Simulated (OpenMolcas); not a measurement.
V³⁺: effect of the basis set

```yaml
Program: OpenMolcas 26.06
Method: "SS-RASPT2, IPEA 0.25 Eh, imaginary shift 0.1 Eh (closed shells correlated: 3s)"
Active_space: 8 electrons in 8 orbitals (RAS1 3p, at most 2 holes; RAS2 3d)
State_averaging: 2S+1 = 3 even, 10 roots; 2S+1 = 1 even, 15 roots
Spin-orbit_coupling: RASSI with atomic mean-field integrals over the reference wave functions, term energies averaged over their components
```

A. ANO-RCC-VTZP [6s5p3d2f1g], DKH2, point nucleus; CASPT2 step of the order of 12 core-seconds
B. ANO-R2 [6s4p4d2f1g], X2C, finite nucleus; CASPT2 step roughly 8 core-seconds
C. ANO-RCC-VQZP [7s6p4d3f2g1h], DKH2, point nucleus; CASPT2 step of the order of 17 core-seconds

Energies in cm-1 above 3d2 3F2, the measured ground level; measured values from Sugar and Corliss, J. Phys. Chem. Ref. Data 7, 1191 (1978).

```json
{"Level": "3d2 3F2", "A": "0.0", "B": "0.0", "C": "0.0", "Measured": "0.0"}
{"Level": "3d2 3F3", "A": "351", "B": "337", "C": "342", "Measured": "325"}
{"Level": "3d2 3F4", "A": "802", "B": "771", "C": "782", "Measured": "735"}
{"Level": "3d2 1D2", "A": "10930", "B": "11090", "C": "10910", "Measured": "10959"}
{"Level": "3d2 3P0", "A": "13570", "B": "13750", "C": "13690", "Measured": ""}
{"Level": "3d2 3P1", "A": "13700", "B": "13870", "C": "13810", "Measured": "13239"}
{"Level": "3d2 3P2", "A": "13950", "B": "14110", "C": "14060", "Measured": "13458"}
{"Level": "3d2 1G4", "A": "18660", "B": "18700", "C": "18480", "Measured": "18391"}
{"Level": "3d2 1S0", "A": "42270", "B": "42290", "C": "41810", "Measured": "42462"}
```

Deviations, from unrounded energies. A percentage is the sum of absolute deviations over the sum of measured energies, with the sign that they share, or ± where signs differ.

```json
{"Against measurement": "mean absolute deviation (cm-1)", "Levels": "7", "A": "220", "B": "280", "C": "290"}
{"Against measurement": "fine structure of the ground term (%)", "Levels": "2", "A": "+8.8", "B": "+4.6", "C": "+6.1"}
{"Against measurement": "other terms of the ground configuration (%)", "Levels": "5", "A": "±1.5", "B": "±1.9", "C": "±2.0"}
```

A lies closest to measurement on these levels and C furthest from it. The largest miss of A in the table is 3d2 3P2, by +500 cm-1. The ranking rests on the paired levels alone, and a cruder setting can come out closer through cancelling errors.

The two smallest mean deviations differ by little beside CASPT2's spread within terms, so their order carries little weight.

Among A to C the level of the table that moves most is 3d2 1S0, by 490 cm-1 (lowest in C, highest in B). Moves below CASPT2's spread within the term are not significant.

CASPT2 breaks the degeneracy within a term, and the mean is taken; among the terms shown or strongly mixed into the levels shown the widest spread is 480 cm-1 (3d2 1G, C). Active for correlation alone: 3p; no level in the range computed is led by a configuration that opens it, so any true level of that kind is missing. Measured partners are found by configuration, term and J. A level has none where our copy of the source lacks it or the pairing is in doubt (some pairs that miss far off the trend of their configuration count as doubtful), and it then counts in no deviation. Only configurations of the active space appear.
